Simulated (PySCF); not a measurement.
**Ionisation energy of Ru²⁵⁺ by level of theory**

Ru²⁵⁺ [Ar] 3d1 (2D) → Ru²⁶⁺ [Ar] (1S), as a difference of total energies. All numbers are calculated (PySCF 2.14, the non-relativistic Hamiltonian (point nucleus), in an even-tempered Gaussian basis (17 s from 2.9 bohr⁻², ratio 2.5; 11 p from 3.8 bohr⁻², ratio 2.5; 8 d from 3.8 bohr⁻², ratio 2.5; 4 f from 13 bohr⁻², ratio 2.7; 3 g from 20 bohr⁻², ratio 2.7)). Correlated levels: outer shells: [Ne] frozen; virtual orbitals above 40 to 60 times the deepest correlated orbital energy dropped. The calculations carry no spin-orbit coupling.

```csv
method,ionisation energy (eV)
UHF,1252.4
LDA,1253.7
PBE,1254.1
PBE0,1254.1
r2SCAN,1254.5
BP86,1254.4
revPBE,1254.1
MP2 (outer shells),1252.3
SCS-MP2 (outer shells),1252.3
```

A first-order spin-orbit estimate (lowest level to lowest level, LS coupling) adds 3.464 eV.

All relativistic terms are absent from these numbers, so their closeness to the reference says little about the methods.

For comparison: 1253 ± 4 eV (theoretical estimate listed by NIST; NIST Atomic Spectra Database, ionization energies).
